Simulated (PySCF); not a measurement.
Screening by computed properties: pick the candidate that meets the target.

All species are isolated and taken at one optimised geometry, non-relativistic unless stated; the electronic structure was computed with PySCF and density fitting.

The conformers computed, where there is a choice (atom-mapped SMILES and torsion angles):
- `[CH3:1][C:2]#[N+:3][GaH2-:4][NH:5][CH:6]=[O:7]`: N3–Ga4–N5–C6 180°, Ga4–N5–C6–O7 0°
- `[CH3:1][CH2:2][SiH2:3][GeH3:4]`: C1–C2–Si3–Ge4 -63°

The conformers of `CCCC[C@@H](C=O)CC` aren't listed.

Question: Wanted: HOMO energy below -9.1 eV (CAM-B3LYP/def2-SVPD) and lowest singlet excitation above 5 eV (TDDFT CAM-B3LYP/def2-SVPD), at PBE0-D3(BJ)/def2-SVP geometries. Which candidate meets both?
A. `[H][Ge]([CH3])([CH3])[SiH3]`
B. `CC#[N+][GaH2-][NH]C=O`
C. `CCCC[C@H](CC)C=O`
D. `CC[SiH2][GeH3]`

Answer: D. Computed values:
```csv
species,HOMO energy,lowest singlet excitation
CC[SiH2][GeH3],-9.15 eV,6.88 eV
[H][Ge]([CH3])([CH3])[SiH3],-8.96 eV,7.09 eV
CCCC[C@H](CC)C=O,-8.78 eV,4.25 eV
CC#[N+][GaH2-][NH]C=O,-8.50 eV,6.31 eV
```
